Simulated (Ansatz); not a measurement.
Molecule: sum formula AlO3H3, charge 0, multiplicity 1. SMILES: [OH][Al]([OH])[OH]
Coordinates optimised at B3LYP-D3(BJ)/def2-TZVP (Ansatz, a first-principles code):
```xyz
7

O     -1.1117     1.2600     0.2047
Al     0.0000     0.0000     0.0000
O      1.6347     0.3487    -0.2675
O     -0.5230    -1.6087     0.0629
H     -0.8620     2.1846     0.1770
H      2.2992    -0.3308    -0.3888
H     -1.4371    -1.8538     0.2117
```
Charge 0, spin multiplicity 1.

Computed values are from Ansatz. Correlated levels leave the core frozen unless marked. UHF or UKS for open shells. Spin-orbit coupling is left out. Non-relativistic. CBS marks a two-point X^-3 extrapolation of the correlation energy; Hartree-Fock from the larger set (for Q and 5 zeta extrapolated as (X+1)exp(-9√X)). [CCSD(T)-MP2]/basis is that difference in the basis named.

```json
{
  "atomisation energy De": "2811.4 kJ/mol at CCSD(T)/CBS(cc-pV(Q+d)Z,cc-pV(5+d)Z)",
  "vertical_triplet_singlet_gap": "7.28 eV at RI-MP2/CBS(aug-cc-pV(T+d)Z,aug-cc-pV(Q+d)Z)+[CCSD(T)-MP2]/aug-cc-pV(T+d)Z",
  "total_energy": "-469.5229 Eh at CCSD(T)/CBS(cc-pV(Q+d)Z,cc-pV(5+d)Z)",
  "dipole_moment": "0.00 D at CCSD(T)/aug-cc-pV(D+d)Z",
  "T1 diagnostic": "0.011 at CCSD/cc-pV(5+d)Z"
}
```
